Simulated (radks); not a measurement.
Effect of the nuclear size on the tungsten ion W3+, [Xe] 4f14 5d3. Calculated with a radial shooting solver on a logarithmic mesh with Libxc functionals: Dirac Kohn-Sham, PBE, spin-unpolarised, spherical densities, finite nucleus; open shells fill j = l - 1/2 first; Fermi nuclear charge, rms radius 5.3658 fm. The rms radius is varied about that value; shifts are against it.

| rms radius (fm) | total energy shift (eV) | density at nucleus (e/bohr^3) | 1s1/2 shift (meV) | 2s1/2 shift (meV) | 5s1/2 shift (meV) | 5p1/2 shift (meV) | 5d3/2 shift (meV) | 6s1/2 (empty) shift (meV) | 6p1/2 (empty) shift (meV) |
|---|---|---|---|---|---|---|---|---|---|
| 4.7165 | -13.5 | 1.489e+06 | -5460 | -769 | -7.36 | 0.047 | 0.155 | -1.19 | -0.026 |
| 5.0009 | -7.71 | 1.459e+06 | -3120 | -440 | -4.21 | 0.027 | 0.089 | -0.679 | -0.015 |
| 5.3658 | 0 | 1.424e+06 | 0.000 | 0.000 | 0.000 | 0.000 | 0.000 | 0.000 | 0.000 |
| 5.6341 | 5.89 | 1.4e+06 | 2390 | 337 | 3.22 | -0.020 | -0.068 | 0.519 | 0.011 |
| 6.5946 | 28.5 | 1.326e+06 | 11500 | 1630 | 15.6 | -0.096 | -0.329 | 2.51 | 0.056 |

Slopes of the eigenvalues against <r^2> in GHz/fm^2, as finite differences over the two radii next to the reference (eigenvalue slopes, not the field-shift constants of lines): 1s1/2 198000, 2s1/2 27900, 5s1/2 267, 5p1/2 -1.68, 5d3/2 -5.63, 6s1/2 (empty) 43.0.
